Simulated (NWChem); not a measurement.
CHClF2OSi; SMILES O=C[Si](F)(F)Cl

```xyz
7

O      1.0536    -2.2087    -0.0005
C     -0.0673    -1.7747     0.0012
Si    -0.4173     0.1086     0.0001
F     -1.3039     0.4781     1.2883
F     -1.3030     0.4767    -1.2892
Cl     1.2933     1.1876     0.0000
H     -0.9546    -2.4656     0.0035
```
Atoms are numbered in this order, from 1.

Results from NWChem. Structure relaxed at the PBE0/def2-SVP level. Atomic charges in e: unrestrained fits to the electrostatic potential beside Mulliken populations; buried atoms are poorly determined by the fit.

What does the run give for B3LYP/def2-SVP? Quantities: ESP O1; Mulliken O1; ESP C2; Mulliken C2; ESP Si3; Mulliken Si3; ESP F4; Mulliken F4; ESP F5; Mulliken F5; relative RMS misfit of the potential (%).


```
Quantity                                  Value
----------------------------------------  -----
ESP O1                                    -0.37
Mulliken O1                               -0.17
ESP C2                                     0.29
Mulliken C2                               -0.02
ESP Si3                                    0.76
Mulliken Si3                               0.95
ESP F4                                    -0.28
Mulliken F4                               -0.31
ESP F5                                    -0.28
Mulliken F5                               -0.31
relative RMS misfit of the potential (%)     25
```
